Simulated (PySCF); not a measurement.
Gas-phase equilibrium of 1 mol SnCl4, 66 mol H2O at 1000 K and 0.00133 bar, among 27 species (ClO, SnCl4, O2, HCl, O, SnH2, HO2, SnO, SnHCl3, SnCl3, H2O, H, HOCl, H2O2, O3, H2, SnH4, SnCl2, SnH2Cl2, Cl, Cl2, SnO2, SnH3Cl, Sn2O2, SnHCl, Sn(OH)2, OH). Only gases are allowed; each row takes one source of thermochemistry for all species, and Cantera finds the minimum.

Energies from PySCF, thermal terms from the rigid-rotor harmonic-oscillator model, ideal gas at 1 bar. † marks an energy on the PBE0/def2-TZVP geometry and frequencies; other levels use their own. Open shells (unrestricted) among the columns below: O2 (multiplicity 3); the rest are closed-shell singlets. B3LYP is the form with VWN-RPA correlation. Sn: scalar-relativistic def2 core potential, no spin-orbit coupling. The harmonic model lacks anharmonicity and excited electronic states, which grow with temperature; levels with a mode under 35 cm⁻¹ are left out. Soft modes under 120 cm⁻¹ make the harmonic entropy rough for SnCl2.

Molecules larger than those listed are left out. Also missing: (SnO)n, which can matter at low temperature or high pressure.

Mole fractions:

```
thermochemistry     x H2O  x HCl  x SnCl2    x O2    x SnO
------------------  -----  -----  -------  ------  -------
B3LYP/def2-TZVP†     0.95  0.029    0.015  0.0073   9.5e-6
BLYP/def2-TZVP†      0.95  0.030    0.014  0.0073  0.00039
PBE/def2-SVP         0.95  0.029    0.015  0.0073   9.9e-6
ωB97M-V/def2-TZVP†   0.95  0.029    0.015  0.0073   8.4e-7
```
The most sensitive of these is SnO: it spans a factor of 10^2.7 over these rows; at this temperature one factor of ten is RT ln 10 = 19 kJ/mol.
